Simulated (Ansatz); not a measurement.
C3H5AlO (`O=C/C=[CH]/[AlH2]`), one more setting.

```yaml
crystal:
  periodic: [false, false, false]
  atoms:
    - {symbol: O, position_ang: [-2.665130, 0.526806, 0.095227]}
    - {symbol: C, position_ang: [-1.743928, 0.728256, 0.843054]}
    - {symbol: C, position_ang: [-0.339624, 0.334839, 0.561696]}
    - {symbol: C, position_ang: [0.024081, -0.287801, -0.567964]}
    - {symbol: Al, position_ang: [1.883236, -0.778514, -0.878303]}
    - {symbol: H, position_ang: [-1.910098, 1.237446, 1.815104]}
    - {symbol: H, position_ang: [0.383818, 0.585531, 1.336941]}
    - {symbol: H, position_ang: [-0.793213, -0.482645, -1.264425]}
    - {symbol: H, position_ang: [2.332190, -1.515347, -2.206288]}
    - {symbol: H, position_ang: [2.911766, -0.399771, 0.268059]}
basis:
  gaussian: {orbitals: "6-31G*"}
magnetization: {spin_polarized: true, initial_magnetization: 2}
hamiltonian: {xc: {name: SVWN5}}
accuracy: high
output: {forces: true}
```

```sh
$ ansatz run in.yaml --threads 2 --pin off --events-out ev --progress --plain --max-ram 4352MiB
```

Output, abridged:

```
Functional definition: SVWN5
2013 factors; integrals over basis functions are off by at most 3.6e-9 eV
mean field evaluation 1: about -11740.8427 eV, gradient 5.3e1 eV
mean field evaluation 2: about -11447.2921 eV, gradient 1.7e2 eV
mean field evaluation 4: about -11744.2268 eV, gradient 5.0e1 eV
mean field evaluation 8: about -11758.7079 eV, gradient 1.5e0 eV
mean field evaluation 16: about -11758.7243 eV, gradient 8.4e-3 eV
mean field -11758.72425627 eV, -432.1251460684 hartree, gradient 4.1e-8 eV, S^2 2.002334; 7 other end points of the search recorded, 0 dependent functions left out
reference -11758.72426015 eV, -432.1251462108 hartree; 23, 21 occupied and 66, 68 virtual orbitals, 2013 factors
Total energy: -11758.72426015 eV, -432.1251462108 hartree
Atom 0 at    -2.665130     0.526806     0.095227 Å, force    -2.624907    -0.301067    -1.577293 eV/Å
Atom 1 at    -1.743928     0.728256     0.843054 Å, force     3.407405    -0.077558     1.097003 eV/Å
Atom 2 at    -0.339624     0.334839     0.561696 Å, force    -0.835526     0.783932     1.283052 eV/Å
Atom 3 at     0.024081    -0.287801    -0.567964 Å, force     0.282893    -0.597784    -1.108189 eV/Å
Atom 4 at     1.883236    -0.778514    -0.878303 Å, force    -0.450691     0.225954     0.292223 eV/Å
Atom 5 at    -1.910098     1.237446     1.815104 Å, force     0.052639     0.089928     0.201894 eV/Å
Atom 6 at     0.383818     0.585531     1.336941 Å, force    -0.032104     0.245712     0.486553 eV/Å
Atom 7 at    -0.793213    -0.482645    -1.264425 Å, force     0.145248    -0.294717    -0.544482 eV/Å
Atom 8 at     2.332190    -1.515347    -2.206288 Å, force    -0.058588    -0.147907    -0.321746 eV/Å
Atom 9 at     2.911766    -0.399771     0.268059 Å, force     0.113631     0.073507     0.190986 eV/Å
Dipole moment:    -0.106138     0.182692     0.331579 e Å
```

Run time 5.5 s (2 threads of an AMD EPYC 7B13 on a shared host); peak host memory 0.47 GiB.
